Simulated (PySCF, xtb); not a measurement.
SbCl4, SMILES [Cl][Sb]([Cl])([Cl])[Cl], multiplicity 2.

Harmonic wavenumbers (cm⁻¹) from GFN2-xTB (xtb) at its own minimum, in rising order: 64, 64, 91, 107, 110, 193, 243, 307, 315.

Q: What does PBE-D3(BJ)/def2-SVP (PySCF 2.14.0) give at its own minimum? (Estimate from the structure and the level; the computed values follow.)

A: 45, 45, 45, 74, 74, 311, 325, 325, 325. Paired by order, the mean absolute difference is 42 cm⁻¹ and the zero-point energies are 2.1 and 2.2 kcal/mol.
